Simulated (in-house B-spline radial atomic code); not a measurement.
Results of a calculation; reference values are marked as such.
## Ghost states of the separable form: Ag

Ag, [Kr] 4d10 5s1, non-relativistic PBE, spherical and spin-unpolarised, from an all-electron radial atomic-structure program (B-spline basis) (atomic units; all potentials screened as in the neutral atom).

Troullier-Martins channels: 5s (ε = -0.1467, r_c = 2.323 bohr), 4d (ε = -0.2907, r_c = 0.855 bohr). In the Kleinman-Bylander form one channel serves as the local potential, and each other channel l becomes |δV u><u δV|/<u|δV|u>, with δV = V_l − V_local and u the pseudo-orbital. Its strength is E_KB = <u|δV²|u>/<u|δV|u>. By the analysis of Gonze, Stumpf and Scheffler a spurious state lies below the reference level ε if E_KB > 0 and ε is above the second level of the local potential alone, or if E_KB < 0 and ε is above its first. The table's levels are those of angular momentum l in a sphere of 9 bohr, whose wall can lift a shallow ε a little above its free-atom value.

| local | channel | <u δV u> | <u δV² u> | ε | first local level | second local level |
| --- | --- | --- | --- | --- | --- | --- |
| s | d | -4.3112 | 38.225 | -0.2907 | 0.1067 | 0.3502 |
| d | s | 0.18194 | 0.86404 | -0.1455 | -17.6296 | -2.8047 |

Question: Apply the rule to each row.

Answer: Local s, channel d: E_KB = -8.87, so ε = -0.2907 is set against 0.1067: no ghost. Local d, channel s: E_KB = +4.75, so ε = -0.1455 is set against -2.8047: a ghost.

Diagonalising the separable Hamiltonian gives:

```csv
local,channel,three lowest levels,"all-electron, two lowest valence levels"
s,d,"-0.2907, 0.1243, 0.4122","-0.2907, 0.1230"
d,s,"-16.1484, -0.1455, 0.1040","-0.1455, 0.1125"
```

Question: Which choices of local channel are safe?

Answer: Free of ghosts: s. With d local the s channel has a ghost 16.00 hartree below ε, since the local potential binds more than one state below ε, and a repulsive term of rank one raises each level at most to the next, so it clears only one of them. Among the safe choices the second level, which tests transfer, is off by at most 1.3 millihartree (s local).
